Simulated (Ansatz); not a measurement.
Isomers of C2H7O, B3LYP-D3(BJ)/def2-TZVP minima from an xTB search, which can miss the lowest.
Isomer 1, SMILES CC[OH2+] (charge 1, multiplicity 1, Z-matrix in Å and degrees):
```
C
H 1 1.0862
H 1 1.0862 2 110.53
C 1 1.4943 2 115.42 3 133.28
H 4 1.0905 1 112.41 2 52.00
H 4 1.0905 5 110.18 1 -126.23
H 4 1.0939 5 107.28 6 -116.48
O 1 1.5637 2 101.23 3 -106.65
H 8 0.9759 1 113.54 2 -60.14
H 8 0.9759 9 109.47 1 128.04
```
Isomer 2, SMILES C[OH+]C (charge 1, multiplicity 1):
```xyz
10

C     -1.27428    -0.06493     0.12056
O      0.06824    -0.58703    -0.26849
C      1.25524     0.23276     0.11269
H     -1.98814    -0.80852    -0.21897
H     -1.25428    -0.00225     1.20316
H     -1.42160     0.90413    -0.34936
H      0.09604    -0.84816    -1.20576
H      1.22907     0.28808     1.19557
H      2.12005    -0.32400    -0.23362
H      1.16967     1.20992    -0.35577
```

Correlated levels freeze the cores. MP2 and its Hartree–Fock in cc-pVQZ are density fitted.

Codes used: Ansatz (an electronic-structure program) with Gaussian orbitals. Values without a source in brackets are computed.

The energy of isomer 2 above isomer 1 is E(isomer 2) − E(isomer 1). Total energies (hartree):

```json
[
 {"level": "HF/cc-pVTZ", "isomer 2": "-154.4492030", "isomer 1": "-154.4577353"},
 {"level": "MP2/cc-pVTZ", "isomer 2": "-155.0379173", "isomer 1": "-155.0513522"},
 {"level": "HF/cc-pVQZ", "isomer 2": "-154.4601353", "isomer 1": "-154.4687650"},
 {"level": "MP2/cc-pVQZ", "isomer 2": "-155.0884524", "isomer 1": "-155.1022774"},
 {"level": "CCSD(T)/cc-pVTZ", "isomer 2": "-155.0931673", "isomer 1": "-155.1052447"}
]
```

Task: Work out the energy of isomer 2 above isomer 1 at the basis-set limit: extrapolate the MP2 correlation part as X⁻³, take Hartree–Fock from the larger set, and add the CCSD(T) − MP2 difference of cc-pVTZ.

Result: 
1. Differences (1 hartree = 627.509 kcal/mol): HF/cc-pVTZ 5.354; MP2/cc-pVTZ 8.431; HF/cc-pVQZ 5.415; MP2/cc-pVQZ 8.675; CCSD(T)/cc-pVTZ 7.579.
2. Correlation parts, MP2 less HF: 3.076 in cc-pVTZ (X = 3), 3.260 in cc-pVQZ (X = 4).
3. Limit (4³·(3.260) − 3³·(3.076))/(4³ − 3³) = 3.394; with HF/cc-pVQZ it gives 8.809.
4. CCSD(T) less MP2 in cc-pVTZ: -0.852.
Result: 7.96 kcal/mol, against 8.43 at MP2/cc-pVTZ. It is an estimate of this method's limit, not of the exact value.
